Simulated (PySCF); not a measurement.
**A thermochemical cycle for CuBr**

PBE0 in PySCF with def2-TZVPPD on every atom, for the lowest determinant that a PBE0 search found; no spin–orbit coupling. CuBr, a singlet (closed shell), has De = 3.37 eV to neutral atoms, and CuBr⁺, a doublet (π ↑), has De = 1.52 eV to Cu⁺ (3d10) + Br.

The adiabatic ionisation energy of CuBr, between the minima, is 9.62 eV.

**Question.** Which ionisation energy of the Cu atom does this level give?

**Answer.** IE(Cu) = IE(molecule) + De(ion) − De(neutral) = 9.62 + 1.52 − 3.37 = 7.77 eV; the measured value is 7.726 eV (NIST ASD).

Spin–orbit coupling is left out. For an ion De counts to the pair picked by the measured ionisation energies or electron affinities, which need not be the lowest pair at this level. With d or f electrons several states lie close, and the lowest PBE0 determinant need not be the measured ground state.
